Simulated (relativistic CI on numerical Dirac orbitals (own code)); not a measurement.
## Radial parameters of Zr VI

Calculated at this level of theory: Dirac-Coulomb-Breit CI, orbitals from a KLI potential per configuration, a model potential for QED, valence Slater integrals scaled by 0.85, P86 correlation energy added to each configuration (own radial code, finite nucleus).

Slater integrals F^k, G^k are unscaled and averaged over j, outside the closed core [Ar] 3d10; ζ comes from projecting the Hamiltonian with its Breit term on Σ l·s of the shell.

- 4s²4p⁵: ζ(4p) = 10459 cm⁻¹; <r>(4p) = 1.287, <r^2>(4p) = 1.877 (bohr units).
- 4s²4p⁴4d: F^2(4p,4p) = 81904, ζ(4p) = 10681, F^2(4p,4d) = 69304, G^1(4p,4d) = 86613, G^3(4p,4d) = 53577, ζ(4d) = 707.92 cm⁻¹; <r>(4p) = 1.28, <r^2>(4p) = 1.858, <r>(4d) = 1.586, <r^2>(4d) = 2.888 (bohr units).
- 4s4p⁵4d: G^1(4s,4p) = 109820, ζ(4p) = 10640, G^2(4s,4d) = 63363, F^2(4p,4d) = 69450, G^1(4p,4d) = 86817, G^3(4p,4d) = 53704, ζ(4d) = 715.38 cm⁻¹; <r>(4s) = 1.167, <r^2>(4s) = 1.535, <r>(4p) = 1.278, <r^2>(4p) = 1.853, <r>(4d) = 1.582, <r^2>(4d) = 2.873 (bohr units).

In this model ζ of a weakly bound d, f or g electron outside closed shells comes out too small, for d by up to a factor of two or three and at times with the wrong sign; that of an outer p electron is too small as well.

Averages of the first 10 configurations, taken without configuration mixing, which lowers the lowest level and can move excited configurations by several eV; other configurations of the list can lie among them:

```csv
Configuration,Parity,States,Average energy above the lowest level (eV)
4s²4p⁵,odd,6,1.3
4s4p⁶,even,2,29.6
4s²4p⁴4d,even,150,36.3
4s4p⁵4d,odd,120,63.2
4s²4p⁴4f,odd,210,66.2
4s²4p⁴5s,even,30,48.7
4s4p⁵4f,even,168,93.6
4s²4p⁴5p,odd,90,56.2
4s²4p⁴5d,even,150,67.1
4s²4p⁴6s,even,30,70.5
```
